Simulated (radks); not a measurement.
Problem. The aluminium ion Al2+, [Ne] 3s1. Method: non-relativistic Kohn-Sham, PBE, spin-polarised, spherical densities, point nucleus; computed with a radial shooting solver on a logarithmic mesh with Libxc functionals. Every spin shell is full or empty, so the densities are truly spherical. Functionals are evaluated on that one density, not self-consistently. Rank these orbital-free kinetic functionals by their error against the exact value of the orbitals, and give that value: Thomas-Fermi, von Weizsacker, TF + vW, TF + vW/5, LC94, APBEK, Perdew 92, LKT, PG1, DePristo-Kress, Ernzerhof.

Solution. Exact: 240.969 hartree. From best to worst, with 100 (|E| - |E exact|)/|E exact| (equal figures are ties): DePristo-Kress +0.04, LC94 +0.15, APBEK +0.28, Ernzerhof +0.29, Perdew 92 -0.47, TF + vW/5 +5.29, Thomas-Fermi -7.71, PG1 +27.30, LKT +33.43, von Weizsacker -34.98, TF + vW +57.31.
